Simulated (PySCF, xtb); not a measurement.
Pair of molecules: C2H2 (SMILES C#C) (first 4 atoms) with CH2O2 (SMILES O=CO); geometry from B3LYP-D3(BJ)/def2-TZVP, rigid monomers moved along the line of their centres of mass till C2···H9 is 3.04 Å.
(charge 0, multiplicity 1):
```xyz
9

C      0.580     0.207    -0.088
C     -0.173    -0.554     0.450
H      1.243     0.874    -0.583
H     -0.831    -1.211     0.970
O     -1.105    -0.938     4.413
C     -0.415    -0.075     4.885
O      0.400     0.733     4.203
H     -0.367     0.162     5.956
H      0.347     0.511     3.251
```

Counterpoise-corrected where a basis set is named; no monomer relaxation. Rows marked so take none.

Rows in 6-31G* carry no dispersion term and start afresh at each structure (6-31G* with six Cartesian d functions).

Programs: PySCF for 6-31G* rows; xtb for the GFN methods. Values without a source in brackets are computed.

**Question.** One of these levels gives -2.78 kcal/mol for the interaction energy. Name it.
A) HF/6-31G*
B) HF/6-31G* (no counterpoise)
C) GFN2-xTB

**Answer.** B, HF/6-31G* (no counterpoise). The others give -1.81 (GFN2-xTB), -2.21 (HF/6-31G*)
